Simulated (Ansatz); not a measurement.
Input for Ansatz (an electronic-structure program): U-wB97M-V/def2-TZVPP on CH4Si (SMILES C=[SiH2]), 2S+1 = 3, a spin state set in the input, which need not be the lowest, at the other state's geometry.

Ansatz 0.2 input:
```yaml
crystal:
  periodic: [false, false, false]
  atoms:
    - {symbol: C, position_ang: [-1.15067768, -0.05472828, -0.00632374]}
    - {symbol: Si, position_ang: [0.54826564, 0.02607649, 0.00301309]}
    - {symbol: H, position_ang: [-1.77056886, 0.83033249, -0.06777878]}
    - {symbol: H, position_ang: [-1.68440972, -0.99465742, 0.04879136]}
    - {symbol: H, position_ang: [1.40004260, -1.17276528, 0.08635896]}
    - {symbol: H, position_ang: [1.28328314, 1.30038902, -0.07161229]}
basis:
  gaussian:
    orbitals: def2-TZVPP
hamiltonian:
  xc: {name: wB97M-V}
magnetization: {spin_polarized: true, initial_magnetization: 2}
```

Program output:

```
WARN ansatz: RAYON_NUM_THREADS=1 ignored (pool sized by the plan → 1); use --threads N
Functional definition: wB97M-V
integrals: 0.05 GiB planned
707 factors; their error is unknown
integrals: 0.08 GiB planned
175 factors; integrals over basis functions are off by at most 1.2e-5 eV
mean field: 0.64 GiB planned
mean field evaluation 1: about -8972.9534 eV, gradient 1.8e1 eV
mean field evaluation 2: about -8973.8666 eV, gradient 1.2e1 eV
mean field evaluation 4: about -8974.4869 eV, gradient 2.1e-1 eV
mean field evaluation 8: about -8974.4928 eV, gradient 2.7e-2 eV
mean field -8974.49276826 eV, -329.8065261037 hartree, gradient 8.9e-5 eV, S^2 2.005499; 0 other end points of the search recorded, 0 dependent functions left out
reference -8974.49280974 eV, -329.8065276282 hartree; 13, 11 occupied and 116, 118 virtual orbitals, 707 factors
Total energy: -8974.49280974 eV, -329.8065276282 hartree
```

The calculation finished and met its thresholds.

Cost: about 7 core-seconds (a rough figure).
